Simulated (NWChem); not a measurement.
System: SiCl3, doublet; SMILES Cl[Si](Cl)Cl

NWChem input:

```
start job
memory heap 200 mb stack 700 mb global 900 mb
geometry units angstroms noautoz
  Cl     1.882479    -0.464875    -0.150652
  Si     0.000000     0.000000     0.544603
  Cl    -1.343833    -1.397837    -0.150652
  Cl    -0.538646     1.862712    -0.150652
end
basis spherical
  * library 6-31g*
end
dft
  odft
  mult 2
  xc b3lyp
  iterations 150
  grid medium becke
end
task dft gradient
```

Parts of the log:

```
             Northwest Computational Chemistry Package (NWChem) 7.3.0
             --------------------------------------------------------

 C3  symmetry detected

                             Geometry "geometry" -> ""
                             -------------------------

 Output coordinates in angstroms (scale by  1.889725989 to convert to a.u.)

  No.       Tag          Charge          X              Y              Z
 ---- ---------------- ---------- -------------- -------------- --------------
    1 Cl                  17.0000     0.16518041    -1.93198112    -0.14974723
    2 Si                  14.0000    -0.00000000    -0.00000000     0.54550777
    3 Cl                  17.0000    -1.75573494     0.82294013    -0.14974723
    4 Cl                  17.0000     1.59055452     1.10904100    -0.14974723

 Effective nuclear repulsion energy (a.u.)     320.0298878151

      Symmetry information
      --------------------

 Group name             C3
 Group number              5
 Group order               3
 No. of unique centers     2

                                 NWChem DFT Module
                                 -----------------

 Summary of "ao basis" -> "ao basis" (spherical)
 ------------------------------------------------------------------------------
       Tag                 Description            Shells   Functions and Types
 ---------------- ------------------------------  ------  ---------------------
 Cl                          6-31g*                  8       18   4s3p1d
 Si                          6-31g*                  8       18   4s3p1d

      Symmetry analysis of basis
      --------------------------

        a          26
        e+         23
        e-         23

  Rotation of axis

            General Information
            -------------------
          SCF calculation type: DFT
          Wavefunction type:  spin polarized.
          No. of atoms     :     4
          No. of electrons :    65
           Alpha electrons :    33
            Beta electrons :    32
          Charge           :     0
          Spin multiplicity:     2
          Use of symmetry is: on ; symmetry adaption is: on
          Maximum number of iterations: 150
          AO basis - number of functions:    72
                     number of shells:    32
          Convergence on energy requested:  1.00D-06
          Convergence on density requested:  1.00D-05
          Convergence on gradient requested:  5.00D-04

              XC Information
              --------------
                         B3LYP Method XC Potential
                     Hartree-Fock (Exact) Exchange  0.200
                        Slater Exchange Functional  0.800 local
                    Becke 1988 Exchange Functional  0.720 non-local
              Lee-Yang-Parr Correlation Functional  0.810
                  VWN I RPA Correlation Functional  0.190 local

             Grid Information
             ----------------
          Grid used for XC integration:  medium
          Radial quadrature: Mura-Knowles
          Angular quadrature: Lebedev.
          Tag              B.-S. Rad. Rad. Pts. Rad. Cut. Ang. Pts.
          ---              ---------- --------- --------- ---------
          Cl                  1.00       88          10.0       590
          Si                  1.10       88           8.0       590
          Grid pruning is: on
          Number of quadrature shells:   176
          Spatial weights used: Becke

      Superposition of Atomic Density Guess
      -------------------------------------

 Sum of atomic energies:       -1667.16905567

      Non-variational initial energy
      ------------------------------

 Total energy =   -1667.938400
 1-e energy   =   -2944.305388
 2-e energy   =     956.337101
 HOMO         =      -0.160361
 LUMO         =       0.085344

   Symmetry analysis of molecular orbitals - initial alpha
   -------------------------------------------------------

  Numbering of irreducible representations:

     1 a           2 e+          3 e-

  Orbital symmetries:

     1 a           2 e+          3 e+          4 a           5 a
     6 e+          7 e+          8 a           9 e+         10 e+
    11 a          12 e+         13 e+         14 a          15 e+
    16 e+         17 a          18 e+         19 e+         20 a
    21 a          22 e+         23 e+         24 a          25 e+
    26 e+         27 a          28 e+         29 e+         30 e+
    31 e+         32 a          33 a          34 a          35 e+
    36 e+         37 a          38 e+         39 e+         40 a
    41 e+         42 e+         43 a

   Symmetry analysis of molecular orbitals - initial beta
   ------------------------------------------------------

  Numbering of irreducible representations:

     1 a           2 e+          3 e-

  Orbital symmetries:

     1 a           2 e+          3 e+          4 a           5 a
     6 e+          7 e+          8 a           9 e+         10 e+
    11 a          12 e+         13 e+         14 a          15 e+
    16 e+         17 a          18 e+         19 e+         20 a
    21 a          22 e+         23 e+         24 a          25 e+
    26 e+         27 a          28 e+         29 e+         30 e+
    31 e+         32 a          33 a          34 a          35 e+
    36 e+         37 a          38 e+         39 e+         40 a
    41 e+         42 e+         43 a

[...]

                         DFT ENERGY GRADIENTS

    atom               coordinates                        gradient
                 x          y          z           x          y          z
   1 Cl      0.312146  -3.650915  -0.282981   -0.000435   0.005046   0.001155
   2 Si     -0.000000  -0.000000   1.030860   -0.000000  -0.000000  -0.003464
   3 Cl     -3.317858   1.555131  -0.282981    0.004587  -0.002147   0.001155
   4 Cl      3.005712   2.095784  -0.282981   -0.004153  -0.002900   0.001155
```

Level: B3LYP/6-31G* (spherical d), spin-unrestricted. In the optimisation the excess spin sits in a (C3, its own frame). Structure relaxed at the PBE0/def2-SVP, spin-unrestricted level. No stability test was run on the SCF state.
